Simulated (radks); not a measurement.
Results of a calculation; reference values are marked as such.
Mean orbital radii <r> (bohr) of neutral antimony, [Kr] 4d10 5s2 5p3, at several levels of relativity; Dirac values are averaged over j with weights 2j + 1. Spin-unpolarised spherical Kohn-Sham, PBE, point nucleus unless stated (finite: rms radius 4.6802 fm), a radial shooting solver on a logarithmic mesh with Libxc functionals. A level marked "c x" has the speed of light scaled by that factor and shares open shells by 2j + 1; other Dirac levels either fill j = l - 1/2 first or share by 2j + 1.

shell  non-rel.  scalar-rel., finite nucleus  Dirac, low j first  Dirac, 2j+1 shares, finite nucleus  change of magnitude, last against first (%)
1s      0.02982                      0.02842             0.02842                             0.02842                                        -4.69
2s       0.1287                       0.1226              0.1222                              0.1222                                        -5.02
2p       0.1097                       0.1071              0.1069                              0.1069                                        -2.53
3s       0.3440                       0.3305              0.3302                              0.3303                                        -3.99
3p       0.3347                       0.3288              0.3284                              0.3284                                        -1.90
3d       0.3056                       0.3054              0.3055                              0.3055                                        -0.03
4s       0.8210                       0.7908              0.7908                              0.7909                                        -3.67
4p       0.8652                       0.8523              0.8520                              0.8520                                        -1.53
4d        1.021                        1.030               1.031                               1.031                                        +0.91
5s        2.320                        2.227               2.232                               2.227                                        -3.99
5p        2.935                        2.919               2.934                               2.919                                        -0.56
